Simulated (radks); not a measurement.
Results of a calculation; reference values are marked as such.
Task: These are the eigenvalues of the occupied orbitals of an atom or ion with whole-number occupations (eV). Code: a radial shooting solver on a logarithmic mesh with Libxc functionals. Model: scalar-relativistic Kohn-Sham, SCAN, spin-polarised, spherical densities, finite nucleus; meta-GGA in the generalised Kohn-Sham scheme; Fermi nuclear charge, rms radius of each element as measured or else 0.836 A^(1/3) + 0.57 fm.

| orbital | eigenvalue |
|---|---|
| 1s up | -30295.23 |
| 1s down | -30294.87 |
| 2s up | -5615.761 |
| 2s down | -5599.297 |
| 2p up | -5166.920 |
| 2p down | -5154.498 |
| 3s up | -1909.013 |
| 3s down | -1891.017 |
| 3p up | -1762.318 |
| 3p down | -1743.362 |
| 3d up | -1560.172 |

Which element is it, and in what charge state? The configuration may be excited. Open shells, if any, are filled with parallel spins first.

Result: Z = 50, tin, charge +28: Sn28+ in [Ar] 3d4. The list shows which subshells hold electrons but not how many an open one holds; the 1s level, -1113.3 hartree, gives Z - s = 47.2 by -(Z - s)^2/2, which with screening and relativity narrows Z to a few neighbours, and the depths of the outer levels then fix element, charge and occupations together.
